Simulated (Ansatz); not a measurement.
Relaxation of CH2BClO2 (7 atoms, charge 0, multiplicity 1), to a largest force component of 0.02 eV/Å in at most 50 steps.

Theory: Ansatz, RKS PBE-D4/def2-SVP.

```xyz
7
Properties=species:S:1:pos:R:3
O -1.058 -0.242 1.605
B -0.158 -0.509 0.531
O 0.128 -1.103 -0.820
C 0.889 0.084 -0.561
Cl 0.133 1.402 -1.528
H -1.807 0.361 1.147
H 0.411 -1.731 -1.531
```

Question: Where does it end, and by what steps?

Answer: The forces met the threshold. After 18 steps the energy has fallen by 3.223 eV; O3 moved furthest, 0.77 Å. Parted: O3–C4 (1.43 → 2.55 Å).

```
step  energy less start (eV)  largest force component (eV/Å)  accepted
   0                  0.0000                           3.634       yes
   1                 -1.0566                           2.489       yes
   2                 -1.6735                           2.030       yes
   3                 -2.0029                           2.243       yes
   4                 -2.6173                           1.449       yes
   5                 -2.8791                           1.077       yes
   6                 -2.9641                           0.609       yes
   7                 -2.9924                           0.403       yes
   8                 -3.0295                           0.395       yes
   9                 -2.9897                           2.710        no
  10                 -3.0880                           0.461       yes
  11                 -3.1384                           0.972       yes
  12                 -3.1431                           1.836       yes
  13                 -3.2072                           0.448       yes
  14                 -3.2190                           0.308       yes
  15                 -3.2201                           0.189       yes
  16                 -3.2197                           0.191        no
  17                 -3.2218                           0.133       yes
  18                 -3.2228                           0.010       yes
```

```xyz
7
Properties=species:S:1:pos:R:3
O -1.237 -0.387 0.993
B -0.294 -0.531 0.010
O -0.235 -1.752 -0.615
C 0.798 0.557 -0.281
Cl 0.250 1.707 -1.419
H -1.247 0.495 1.402
H 0.502 -1.827 -1.247
```

Time of the run: 18 s on 2 threads of AMD EPYC 9R14 (Zen 4), on a shared host, peak memory 0.17 GiB.
